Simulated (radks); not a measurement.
Initial-state core-level shifts of the terbium ion Tb+ when its valence configuration changes from [Xe] 4f9 6s1. Calculated with a radial shooting solver on a logarithmic mesh with Libxc functionals: scalar-relativistic Kohn-Sham, PBE, spin-polarised, spherical densities, finite nucleus; open shells are filled with parallel spins first (spin-orbit coupling, left out, can overturn this in heavy ions); Fermi nuclear charge, rms radius 5.06 fm. Shifts are changes of the shell-averaged eigenvalues in eV (positive: less bound); the change of the density at the nucleus, which sets a Mossbauer isomer shift, is in e/bohr^3, on a base of 7.203e+05.

| valence | 2s | 3d | 4p | 5s | density at nucleus |
|---|---|---|---|---|---|
| 4f10 | +5.741 | +6.134 | +6.019 | +4.184 | -51.50 |
| 4f9 5d1 | +1.688 | +1.643 | +1.672 | +1.845 | -35.52 |
| 4f8 6s1 6p1 | -10.295 | -10.946 | -10.544 | -7.201 | +38.21 |
| 4f8 6s2 | -9.178 | -9.828 | -9.429 | -6.116 | +76.24 |
| 4f7 6s1 6p2 | -22.290 | -23.799 | -22.616 | -14.719 | +87.08 |
| 4f9 6p1 | -1.296 | -1.279 | -1.293 | -1.358 | -34.15 |
| 4f8 6p2 | -11.535 | -12.177 | -11.782 | -8.448 | -2.79 |
| 4f9 6s0.5 6p0.5 | -0.652 | -0.644 | -0.651 | -0.683 | -17.02 |
| 4f8.5 6s1 6p0.5 | -4.895 | -5.192 | -5.035 | -3.535 | +17.59 |
